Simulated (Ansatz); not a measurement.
GaH2(vinyl) (C2H5Ga). The state is a singlet with charge 0. Geometry B3LYP-D4/def2-TZVP, basis def2-TZVP, Ansatz.

```csv
run,HOMO (eV),LUMO (eV)
A,-10.36,1.19
B,-10.72,0.35
C,-10.23,0.03
D,-7.04,-2.36
E,-8.02,-1.74
F,-6.77,-2.59
```

LC-ωPBE has ω = 0.4 bohr⁻¹.

Q: The runs used HF, LC-ωPBE, PBE, PBE0, r2SCAN, ωB97M-V. Estimate which is which.

A: A HF (100 % exact exchange); B LC-ωPBE (range-separated); C ωB97M-V (range-separated); D r2SCAN (0 % exact exchange); E PBE0 (25 % exact exchange); F PBE (0 % exact exchange). Exact exchange lowers occupied and raises empty levels; among semilocal functionals meta-GGAs tend to open the gap a little, and such runs are hard to tell apart. The gap grows from 4.18 eV (PBE) to 11.55 eV (HF).
